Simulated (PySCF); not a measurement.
A species of formula C6H6O3 has this rotational fingerprint, computed with PBE0/pcSseg-1 in PySCF (dipole) on a GFN2-xTB geometry, gas phase:

| Quantity | Value |
| --- | --- |
| Rotational constants | A = 4716, B = 1036, C = 854.2 MHz |
| Dipole components | \|μa\| = 0.08 D, \|μb\| = 2.08 D, \|μc\| = 0.00 D |
| Inertial defect | -3.17 u·Å² |
| κ | -0.91 |

Question: Which structure is it? (One computed conformer of each.)
A. `[CH3:1][CH2:2][C:3]1=[CH:4][C:5](=[O:6])[O:7][C:8]1=[O:9]` with C1–C2–C3–C4 0°
B. `[CH3:1][O:2][C:3](=[O:4])[c:5]1[cH:6][cH:7][o:8][cH:9]1` with C1–O2–C3–O4 0°, O2–C3–C5–C6 0°
C. `[CH3:1][C:2](=[O:3])[C:4]1=[CH:5][O:6][C:7](=[O:8])[CH2:9]1` with C1–C2–C4–C5 180°

Answer: B. It is COC(=O)c1ccoc1, a near-prolate asymmetric top, point group Cs. The candidates at the same level (rigid rotor, commonest isotopes):

```
            SMILES  A (MHz)  B (MHz)  C (MHz)  μa (D)  μb (D)  μc (D)  Δ (u·Å²)  point group                        rotor
CC(=O)C1=COC(=O)C1     4177     1048    846.6    1.36    2.04    0.00     -6.26           Cs               asymmetric top
  CCC1=CC(=O)OC1=O     2646     1346    902.0    4.43    2.22    0.00     -6.22           Cs               asymmetric top
    COC(=O)c1ccoc1     4716     1036    854.2    0.08    2.08    0.00     -3.17           Cs  near-prolate asymmetric top
```

`CCC1=CC(=O)OC1=O` has A 44 % too low; `CC(=O)C1=COC(=O)C1` has A 11 % too low. In the right answer the mirror of this Cs structure is the ab plane, so μc vanishes by symmetry. No structure here is proved a minimum.
